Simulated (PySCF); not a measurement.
A calculated (PBE0, PySCF 2.14, pcseg-2, the non-relativistic Hamiltonian (point nucleus)) atom or ion has these occupied shells.

```csv
shell,electrons,orbital energy (eV),"rms radius, mean of both spins (bohr)"
1s α,1,-1342.4,0.152
1s β,1,-1340.9,0.152
2s α,1,-139.00,0.737
2s β,1,-134.92,0.737
2p α,3,-104.72,0.752
2p β,2,-101.86,0.752
```

(1) Name the element and its charge.

## Answers

(1) Mg³⁺ (magnesium, charge +3), in [He] 2s2 2p5, 2P determinant.
